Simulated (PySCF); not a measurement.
PySCF input (M06-2X/6-311+G**):

```python
from pyscf import gto, dft

mol = gto.M(
    atom='''
    C    -1.94266200    0.60787400   -0.02670800
    Si   -0.96658600   -0.82877600   -0.22816400
    O     0.74800600   -0.65802100   -0.07024800
    Si    1.46573600    0.76264600    0.25213200
    H    -2.28370300    0.94871900    0.94626800
    H    -2.15254700    1.28913000   -0.84585600
    H    -1.04385700   -1.46070600   -1.58848300
    H    -1.21737800   -1.91107700    0.78253100
    H     1.30794800    1.82203400   -0.78185800
    H     2.93739700    0.47898300    0.30595400
    H     1.13596700    1.37566000    1.56811200
    ''',
    basis='6-311+g**',
    charge=-1,
    spin=0,
    verbose=4,
)

mf = dft.RKS(mol, xc='m062x').density_fit(auxbasis='def2-universal-jkfit')
mf.grids.level = 4
mf.conv_tol = 1e-9
mf.max_cycle = 100
mf.max_memory = 1500
mf.kernel()
if not mf.converged:
    mf = mf.newton()
    mf.kernel(mf.make_rdm1())
mf.dip_moment()
```

Output:

```
PySCF version 2.14.0

[INPUT] verbose = 4
[INPUT] num. atoms = 11
[INPUT] num. electrons = 50
[INPUT] charge = -1
[INPUT] spin (= nelec alpha-beta = 2S) = 0
[INPUT] symmetry False subgroup None
[INPUT] Mole.unit = angstrom
[INPUT] Symbol           X                Y                Z      unit          X                Y                Z       unit  Magmom
[INPUT]  1 C     -1.942662000000   0.607874000000  -0.026708000000 AA   -3.671099132600   1.148715378244  -0.050470805335 Bohr   0.0
[INPUT]  2 Si    -0.966586000000  -0.828776000000  -0.228164000000 AA   -1.826582815839  -1.566159658613  -0.431167471485 Bohr   0.0
[INPUT]  3 O      0.748006000000  -0.658021000000  -0.070248000000 AA    1.413526479531  -1.243479474212  -0.132749480798 Bohr   0.0
[INPUT]  4 Si     1.465736000000   0.762646000000   0.252132000000 AA    2.769839610915   1.441192069995   0.476460427239 Bohr   0.0
[INPUT]  5 H     -2.283703000000   0.948719000000   0.946268000000 AA   -4.315573219848   1.792819079171   1.788187360440 Bohr   0.0
[INPUT]  6 H     -2.152547000000   1.289130000000  -0.845856000000 AA   -4.067724300254   2.436102638961  -1.598436180820 Bohr   0.0
[INPUT]  7 H     -1.043857000000  -1.460706000000  -1.588483000000 AA   -1.972603843210  -2.760334288509  -3.001797823527 Bohr   0.0
[INPUT]  8 H     -1.217378000000  -1.911077000000   0.782531000000 AA   -2.300511010071  -3.611412132955   1.478769273982 Bohr   0.0
[INPUT]  9 H      1.307948000000   1.822034000000  -0.781858000000 AA    2.471663505173   3.443145249646  -1.477497488300 Bohr   0.0
[INPUT] 10 H      2.937397000000   0.478983000000   0.305954000000 AA    5.550875849119   0.905146688323   0.578169266715 Bohr   0.0
[INPUT] 11 H      1.135967000000   1.375660000000   1.568112000000 AA    2.146666516544   2.599620640519   2.963302212644 Bohr   0.0

nuclear repulsion = 221.851174113389
number of shells = 76
number of NR pGTOs = 224
number of NR cGTOs = 146
basis = 6-311+g**
ecp = {}

******** <class 'pyscf.df.df_jk.DFRKS'> ********
method = DFRKS
initial guess = minao
damping factor = 0
level_shift factor = 0
DIIS = <class 'pyscf.scf.diis.CDIIS'>
diis_start_cycle = 1
diis_space = 8
diis_damp = 0
SCF conv_tol = 1e-09
SCF conv_tol_grad = None
SCF max_cycles = 100
direct_scf = False
XC library pyscf.dft.libxc version 7.1.2
    S. Lehtola, C. Steigemann, M. J. T. Oliveira, and M. A. L. Marques,  SoftwareX 7, 1–5 (2018)
XC functionals = m062x
    Y. Zhao and D. G. Truhlar,  Theor. Chem. Acc. 120, 215 (2008)
    Y. Zhao and D. G. Truhlar,  Theor. Chem. Acc. 120, 215 (2008)
radial grids:
    Treutler-Ahlrichs [JCP 102, 346 (1995); DOI:10.1063/1.469408] (M4) radial grids

becke partition: Becke, JCP 88, 2547 (1988); DOI:10.1063/1.454033
pruning grids: <function nwchem_prune>
grids dens level: 4
symmetrized grids: False
atomic radii adjust function: <function treutler_atomic_radii_adjust>
small_rho_cutoff = 0
Set gradient conv threshold to 3.16228e-05
Initial guess from minao.
tot grids = 224664
******** <class 'pyscf.df.df.DF'> ********
auxbasis = def2-universal-jkfit
init E= -696.549862938973
  HOMO = -0.233531310755936  LUMO = -0.026152877426649  gap/eV = 5.64305
cycle= 1 E= -696.393662815239  delta_E= 0.156  |g|= 0.811  |ddm|= 2.56
  HOMO = 0.0683684626817455  LUMO = 0.115875113240457  gap/eV = 1.29272
cycle= 2 E= -696.287959764554  delta_E= 0.106  |g|= 1.09  |ddm|= 2.15
  HOMO = -0.0344367674831147  LUMO = 0.120517179013701  gap/eV = 4.21651
cycle= 3 E= -696.53902557016  delta_E= -0.251  |g|= 0.0686  |ddm|= 1.45
  HOMO = -0.0450655970158635  LUMO = 0.120255023840234  gap/eV = 4.49860
cycle= 4 E= -696.539409702474  delta_E= -0.000384  |g|= 0.0499  |ddm|= 0.121
  HOMO = -0.0382333322570219  LUMO = 0.120041703618444  gap/eV = 4.30688
cycle= 5 E= -696.540011020297  delta_E= -0.000601  |g|= 0.00876  |ddm|= 0.0612
  HOMO = -0.0395005764668781  LUMO = 0.120007272416367  gap/eV = 4.34043
cycle= 6 E= -696.540029635352  delta_E= -1.86e-05  |g|= 0.000925  |ddm|= 0.0154
  HOMO = -0.0392992015315343  LUMO = 0.120029325933558  gap/eV = 4.33555
cycle= 7 E= -696.540030125822  delta_E= -4.9e-07  |g|= 0.000269  |ddm|= 0.00444
  HOMO = -0.0393056940210528  LUMO = 0.120021548981437  gap/eV = 4.33552
cycle= 8 E= -696.540030164456  delta_E= -3.86e-08  |g|= 6.95e-05  |ddm|= 0.000951
  HOMO = -0.0392981223605204  LUMO = 0.120020708016198  gap/eV = 4.33529
cycle= 9 E= -696.540030168303  delta_E= -3.85e-09  |g|= 1.93e-05  |ddm|= 0.000319
  HOMO = -0.0392991153859157  LUMO = 0.120020461095691  gap/eV = 4.33531
cycle= 10 E= -696.540030168619  delta_E= -3.16e-10  |g|= 5.14e-06  |ddm|= 9.81e-05
  HOMO = -0.0392986795324788  LUMO = 0.120020182702634  gap/eV = 4.33529
Extra cycle  E= -696.540030168635  delta_E= -1.56e-11  |g|= 3.65e-06  |ddm|= 3.05e-05
converged SCF energy = -696.540030168635

WARN: System has nonzero charge -1; the dipole moment is origin-dependent.
Location of origin: [0. 0. 0.]

Dipole moment(X, Y, Z, Debye):  3.81778,  0.61171,  0.39564
```

The dipole moment of an ion depends on the origin.

The geometry given is a B3LYP-D3(BJ)/def2-TZVP minimum.
